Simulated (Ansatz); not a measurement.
Compare A (`BCC[SiH2]C`) with its isomer B (`B[Si](C)(C)C`).

Gas-phase electronic energies from Ansatz, PBE0-D4/def2-TZVP geometries. CBS: MP2 limit from def2 TZ/QZ plus the TZ coupled-cluster correction, frozen cores. Functionals use def2-TZVPP. B3LYP here is the variant with VWN-RPA as its local correlation; programs differ in this. One conformer a species, not always the lowest.

Which is lower in electronic energy at CCSD(T)/CBS, and by how much? (An estimate is asked.)

The calculation gave: B, by 26.1 kJ/mol.

Give E(B) − E(A) in kJ/mol with HF/def2-TZVPP, CCSD(T)/def2-TZVPP, CCSD/def2-TZVPP, PBE0-D4, ωB97M-V, B3LYP, MP2/def2-TZVPP. (An estimate is asked.)

The calculation gave: HF/def2-TZVPP -16.5, CCSD(T)/def2-TZVPP -25.5, CCSD/def2-TZVPP -24.6, PBE0-D4 -27.8, ωB97M-V -22.1, B3LYP -22.7, MP2/def2-TZVPP -23.4. None reverses the order clearly.

Largest T1 diagnostic: 0.010.

In def2-TZVPP, CCSD(T) changes the Hartree–Fock value by −8.9 kJ/mol (the triples alone add −0.9 kJ/mol) and MP2 by −6.8 kJ/mol.
